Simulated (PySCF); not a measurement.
Choosing a molecule for a target property.

Species are written as SMILES; each is one conformer at its optimised geometry, gas phase, non-relativistic unless stated. Electronic properties by PySCF.

Dipoles, sizes and rotational constants follow the conformer. The torsions of the flexible species, by atom-mapped SMILES:
- `[O:1]=[CH:2][C:3]1=[CH:4][C:5]([F:6])([F:7])[O:8]1`: O1–C2–C3–C4 0°
- `[N:1]#[C:2][c:3]1[cH:4][cH:5][cH:6][cH:7][c:8]1[OH:9]`: H–O9–C8–C7 180°
- `[H]/[N:6]=[C:5]([C:4]#[C:3][C:2]#[CH:1])/[CH:7]=[N:8]\[CH3:9]`: C4–C5–C7–N8 -179°

**Question.** Wanted: lowest singlet excitation above 5 eV (TDDFT CAM-B3LYP/def2-SVPD) and lowest triplet excitation (Tamm–Dancoff) above 3.4 eV (TDA CAM-B3LYP/def2-SVPD), at GFN2-xTB geometries. Which candidate meets both?
A. `[H]/N=C(C#CC#C)/C=N\C`
B. `O=CC1=CC(F)(F)O1`
C. `Fc1cccc(Cl)n1`
D. `CC1=PC=C([SiH3])C=N1`
E. `N#Cc1ccccc1O`

**Answer.** C. Computed values:
```
              species  lowest singlet excitation  lowest triplet excitation (Tamm–Dancoff)
[H]/N=C(C#CC#C)/C=N\C                    3.27 eV                                   2.65 eV
     O=CC1=CC(F)(F)O1                    3.55 eV                                   2.52 eV
 CC1=PC=C([SiH3])C=N1                    3.87 eV                                   3.12 eV
         N#Cc1ccccc1O                    4.85 eV                                   3.75 eV
        Fc1cccc(Cl)n1                    5.33 eV                                   4.10 eV
```

**Question.** Wanted: HOMO–LUMO gap between 7 eV and 8 eV (CAM-B3LYP/def2-SVPD) and static isotropic polarisability above 100 au (CAM-B3LYP/def2-SVPD), at GFN2-xTB geometries. Which candidate meets both?
A. `CC1=PC=C([SiH3])C=N1`
B. `[H]/N=C(C#CC#C)/C=N\C`
C. `c1ccc2ocnc2c1`
D. `FC1(OC(C=O)=C1)F`
E. `Fc1cccc(Cl)n1`
F. `N#CC1=CC=CC=C1O`

**Answer.** A. Computed values:
```
              species  HOMO–LUMO gap  static isotropic polarisability
[H]/N=C(C#CC#C)/C=N\C        6.81 eV                         108.3 au
     FC1(OC(C=O)=C1)F        7.40 eV                          53.9 au
 CC1=PC=C([SiH3])C=N1        7.56 eV                         117.7 au
      N#CC1=CC=CC=C1O        7.90 eV                          88.0 au
        c1ccc2ocnc2c1        8.33 eV                          85.0 au
        Fc1cccc(Cl)n1        8.55 eV                          76.8 au
```

**Question.** Wanted: HOMO energy below -8.7 eV (CAM-B3LYP/def2-SVPD) and dipole moment above 1 D (CAM-B3LYP/def2-SVPD), at GFN2-xTB geometries. Which candidate meets both?
A. `N#Cc1ccccc1O`
B. `Fc1cccc(Cl)n1`
C. `n1c2ccccc2oc1`
D. `O=CC1=CC(F)(F)O1`

**Answer.** B. Computed values:
```
         species  HOMO energy  dipole moment
O=CC1=CC(F)(F)O1     -9.47 eV         0.33 D
   Fc1cccc(Cl)n1     -8.91 eV         3.86 D
    N#Cc1ccccc1O     -8.50 eV         3.60 D
   n1c2ccccc2oc1     -8.28 eV         1.37 D
```
